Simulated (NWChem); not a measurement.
System meant: SiH$_{4}$Se$_{2}$; SMILES [Se]([SeH])[SiH3]

Here is an NWChem input.

```
start job
memory heap 200 mb stack 900 mb global 1100 mb
geometry units angstroms noautoz
  Se     0.904749     0.586243     0.007805
  Se    -0.231424    -1.469488     0.080588
  H     -0.327006    -1.644282    -1.381794
  Si    -0.987927     1.881697    -0.010386
  H     -1.813532     1.624918     1.204273
  H     -1.794864     1.611737    -1.236103
  H     -0.509310     3.298045    -0.017744
end
basis spherical
  Se library def2-svp
  H library def2-svp
  Si library def2-svp
end
dft
  xc pbe0
  iterations 4
  mulliken
end
task dft energy
```

End of the output:

```
    Atom       Charge   Shell Charges
 -----------   ------   -------------------------------------------------------
    1 Se  34    34.08   2.00  2.00  1.96  1.11  0.67  5.99  5.80  2.04  2.39  7.83  2.04  0.25
    2 Se  34    33.98   2.00  2.00  1.96  1.11  0.67  5.99  5.80  2.01  2.33  7.83  2.04  0.25
    3 H    1     1.01   0.60  0.34  0.07
    4 Si  14    13.70   2.00  1.94  0.70  0.37  5.82  1.30  1.31  0.27
    5 H    1     1.08   0.64  0.42  0.03
    6 H    1     1.08   0.64  0.42  0.03
    7 H    1     1.08   0.64  0.42  0.03

 center of mass
 --------------
 x =   0.11509490 y =  -0.14193356 z =   0.01800746

 moments of inertia (a.u.)
 ------------------
        1145.073572039282           0.000000000000           0.000000000000
           0.000000000000         376.086455859174           0.000000000000
           0.000000000000           0.000000000000        1484.440961226305

     Multipole analysis of the density
     ---------------------------------

     L   x y z        total         alpha         beta         nuclear
     -   - - -        -----         -----         ----         -------
     0   0 0 0     -0.000000    -43.000000    -43.000000     86.000000

     1   1 0 0     -0.342225     -0.171113     -0.171113      0.000000
     1   0 1 0      0.076041      0.038021      0.038021      0.000000
     1   0 0 1     -0.273180     -0.136590     -0.136590     -0.000000

     2   2 0 0    -39.501337   -110.046668   -110.046668    180.591998
     2   1 1 0      0.076165     15.679960     15.679960    -31.283754
     2   1 0 1      0.221401     -0.315766     -0.315766      0.852934
     2   0 2 0    -36.810392   -291.349316   -291.349316    545.888240
     2   0 1 1      1.188124     -1.800063     -1.800063      4.788251
     2   0 0 2    -38.549302    -28.338111    -28.338111     18.126919

 ------------------------------------------------------------------------
 dft energy failed                                                                                  0
 ------------------------------------------------------------------------
 ------------------------------------------------------------------------
  current input line :
    22: task dft energy
 ------------------------------------------------------------------------
 ------------------------------------------------------------------------
 This type of error is most commonly associated with calculations not reaching convergence criteria
 ------------------------------------------------------------------------
 For more information see the NWChem manual at https://nwchemgit.github.io

0:dft energy failed:Received an Error in Communication
```

What is wrong, and how is it mended?

Convergence was not reached. Cause: the SCF was allowed too few iterations. This input runs:
```
start job
memory heap 200 mb stack 900 mb global 1100 mb
geometry units angstroms noautoz
  Se     0.904749     0.586243     0.007805
  Se    -0.231424    -1.469488     0.080588
  H     -0.327006    -1.644282    -1.381794
  Si    -0.987927     1.881697    -0.010386
  H     -1.813532     1.624918     1.204273
  H     -1.794864     1.611737    -1.236103
  H     -0.509310     3.298045    -0.017744
end
basis spherical
  * library def2-svp
end
dft
  xc pbe0
  iterations 150
  mulliken
end
task dft energy
```
It converges to -5093.65795 Ha (PBE0/def2-SVP).
